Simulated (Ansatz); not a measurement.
`OB(Cl)Cl` and `ClB(Cl)[SeH]` differ in one element.

Ansatz, PBE0-D4/def2-TZVP geometries, multiplicity 1. Each molecule was computed in one conformer, which needn't be the lowest.

Scalar relativity is left out up to krypton.

```json
{"property": "HOMO–LUMO gap (ωB97M-V/def2-TZVPP) / eV", "`OB(Cl)Cl`": "13.15"}
{"property": "size of the dipole moment (PBE/def2-TZVPP) / D", "`OB(Cl)Cl`": "1.75"}
{"property": "HOMO energy (PBE/def2-TZVPP) / eV", "`OB(Cl)Cl`": "-7.63"}
{"property": "HOMO–LUMO gap (PBE0/def2-TZVPP) / eV", "`OB(Cl)Cl`": "8.71"}
{"property": "size of the dipole moment (ωB97M-V/def2-TZVPP) / D", "`OB(Cl)Cl`": "1.79"}
{"property": "LUMO energy (B3LYP/def2-TZVPP) / eV", "`OB(Cl)Cl`": "-0.57"}
```

Task: What does the change do to each property? (Best estimate.)

Result: The calculation gave: 
```json
{"property": "HOMO–LUMO gap (ωB97M-V/def2-TZVPP) / eV", "`ClB(Cl)[SeH]`": "10.55", "shift": "-2.60"}
{"property": "size of the dipole moment (PBE/def2-TZVPP) / D", "`ClB(Cl)[SeH]`": "1.02", "shift": "-0.73"}
{"property": "HOMO energy (PBE/def2-TZVPP) / eV", "`ClB(Cl)[SeH]`": "-6.69", "shift": "0.94"}
{"property": "HOMO–LUMO gap (PBE0/def2-TZVPP) / eV", "`ClB(Cl)[SeH]`": "6.38", "shift": "-2.33"}
{"property": "size of the dipole moment (ωB97M-V/def2-TZVPP) / D", "`ClB(Cl)[SeH]`": "0.97", "shift": "-0.82"}
{"property": "LUMO energy (B3LYP/def2-TZVPP) / eV", "`ClB(Cl)[SeH]`": "-1.59", "shift": "-1.02"}
```

With PBE0 the HOMO rises by 1.26 eV and the LUMO falls by 1.07 eV, so the gap narrows by about 2.33 eV. PBE moves the HOMO by 0.94 eV and ωB97M-V by 1.42 eV. Dipoles are sizes alone; their direction can turn.

B3LYP here is the variant with VWN-RPA as its local correlation; programs differ in this.

Spin–orbit coupling is left out; it splits and shifts lone-pair levels of the heavy atoms by tenths of an eV.
